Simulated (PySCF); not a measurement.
**Calculated NMR parameters of [SiH3]C1C=CPC=C1**

```yaml
Formula: C5H9PSi
SMILES: "[SiH3]C1C=CPC=C1"
Point_group_of_the_computed_structure: Cs
Carbon_signals: 3
Proton_signals: 5
```

Atom-mapped SMILES (the numbers label the heavy atoms): `[SiH3:1][CH:2]1[CH:3]=[CH:4][PH:5][CH:6]=[CH:7]1`. Hydrogens are named by the atom that carries them.

[PySCF: shieldings: GIAO PBE0/pcSseg-1; coordinates at the GFN2-xTB level; no solvent model; relativity neglected; equivalent nuclei averaged; a single conformation]

Referencing at the same level of theory: TMS for 1H and 13C and 29Si; H3PO4 for 31P.

```tsv
carbon	δC, type	δH (multiplicity)	HMBC from (2–3 bonds)	span of the C tensor (ppm)
C2	33.1, CH	3.11 (m)	H(C3)/H(C7), H(C4)/H(C6), H(Si1)	34
C3/C7	138.1, CH	6.56 (m)	H(C3)/H(C7), H(C4)/H(C6), H(P5), H(Si1), H(C2)	227
C4/C6	127.1, CH	6.17 (m)	H(C3)/H(C7), H(C4)/H(C6), H(P5), H(C2)	210
```

Other nuclei:
| atoms | nucleus | environment | δ (ppm) | σ (ppm) |
| --- | --- | --- | --- | --- |
| H(P5) | 1H | hydrogen on a phosphorus bonded to 2 C, in a 6-membered ring | 4.73 | 26.98 |
| H(Si1) | 1H | hydrogen on a silicon bonded to C | 3.73 | 27.99 |
| P5 | 31P | phosphorus bonded to 2 C, H, in a 6-membered ring | -121.7 | 440.1 |
| Si1 | 29Si | silicon bonded to C, 3 H | -89.3 | 438.5 |

1. δC 138.1, 127.1: alkene CH; as expected for a trigonal carbon in a double bond.
2. δH 6.56, 6.17: hydrogen on an alkene CH; a vinylic proton, deshielded by the sp2 carbon and the C=C anisotropy.
3. δH 4.73: hydrogen on a phosphorus bonded to 2 C, in a 6-membered ring.
4. δH 3.73: hydrogen on a silicon bonded to C.
5. δH 3.11: hydrogen on an allylic sp3 CH bonded to Si; allylic position.

Splittings by 31P in the carbon and heteronuclear signals aren't shown, as no couplings were computed. Shifts are as computed. Against solution values, carbons near 30 ppm lie about +3 ppm off and those near 130 ppm about +5 ppm. Of 1211 compounds with measured shifts, 218 miss one by over three times the rms of a fit or turn the order of signals round; such compounds aren't used in these exercises. Experimental scales use liquid or dissolved standards, which lie at an offset from isolated H3PO4. No couplings were computed; multiplicities are counted from neighbouring protons, with m where these are inequivalent, close in shift, in a saturated or five-membered ring or joined by F or P, and br s for small geminal =CH2 splittings.
